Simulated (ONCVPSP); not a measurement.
# u(r) = r·R(r): atom against pseudo-atom (copper)

Columns: radius, all-electron u(r) and pseudo u(r) of the 3d shell (level -13.72 eV) of copper in the configuration [Ne] 3s2 3p6 3d10; BLYP, scalar-relativistic, ONCV scheme, ONCVPSP 4.0.1.

```json
{"r (bohr)": "0.070", "all-electron": "0.0459", "pseudo": "0.0063"}
{"r (bohr)": "0.140", "all-electron": "0.2075", "pseudo": "0.0477"}
{"r (bohr)": "0.210", "all-electron": "0.4177", "pseudo": "0.1463"}
{"r (bohr)": "0.280", "all-electron": "0.6149", "pseudo": "0.3043"}
{"r (bohr)": "0.350", "all-electron": "0.7708", "pseudo": "0.5030"}
{"r (bohr)": "0.420", "all-electron": "0.8789", "pseudo": "0.7106"}
{"r (bohr)": "0.490", "all-electron": "0.9436", "pseudo": "0.8920"}
{"r (bohr)": "0.560", "all-electron": "0.9728", "pseudo": "1.0212"}
{"r (bohr)": "0.630", "all-electron": "0.9754", "pseudo": "1.0862"}
{"r (bohr)": "0.700", "all-electron": "0.9595", "pseudo": "1.0912"}
{"r (bohr)": "0.770", "all-electron": "0.9315", "pseudo": "1.0516"}
{"r (bohr)": "0.840", "all-electron": "0.8961", "pseudo": "0.9867"}
{"r (bohr)": "0.910", "all-electron": "0.8566", "pseudo": "0.9144"}
{"r (bohr)": "0.980", "all-electron": "0.8153", "pseudo": "0.8461"}
{"r (bohr)": "1.050", "all-electron": "0.7737", "pseudo": "0.7869"}
{"r (bohr)": "1.120", "all-electron": "0.7327", "pseudo": "0.7370"}
{"r (bohr)": "1.190", "all-electron": "0.6929", "pseudo": "0.6938"}
{"r (bohr)": "1.260", "all-electron": "0.6547", "pseudo": "0.6547"}
{"r (bohr)": "1.330", "all-electron": "0.6182", "pseudo": "0.6181"}
{"r (bohr)": "1.400", "all-electron": "0.5835", "pseudo": "0.5834"}
{"r (bohr)": "1.470", "all-electron": "0.5507", "pseudo": "0.5506"}
{"r (bohr)": "1.540", "all-electron": "0.5196", "pseudo": "0.5196"}
{"r (bohr)": "1.610", "all-electron": "0.4903", "pseudo": "0.4903"}
{"r (bohr)": "1.680", "all-electron": "0.4627", "pseudo": "0.4626"}
{"r (bohr)": "1.750", "all-electron": "0.4366", "pseudo": "0.4366"}
{"r (bohr)": "1.820", "all-electron": "0.4121", "pseudo": "0.4120"}
```

**Question.** How many radial nodes do the two functions have?

**Answer.** The all-electron 3d function has n − l − 1 = 0; the pseudo-wave has 0.

**Question.** At about which radius was the pseudo-wave matched?

**Answer.** 1.40 bohr. The columns agree to 0.0005 from 1.26 bohr on; several derivatives are matched, so the curves merge somewhat inside the radius.

**Question.** Where does each function peak?

**Answer.** Outermost all-electron maximum near 0.63 bohr, pseudo maximum near 0.70 bohr (to the table’s step).

**Question.** Is the pseudo-wave norm-conserving?

**Answer.** Yes: the ONCV scheme keeps the norm inside the radius equal to the all-electron one, which fixes the energy derivative of the logarithmic derivative at the level.
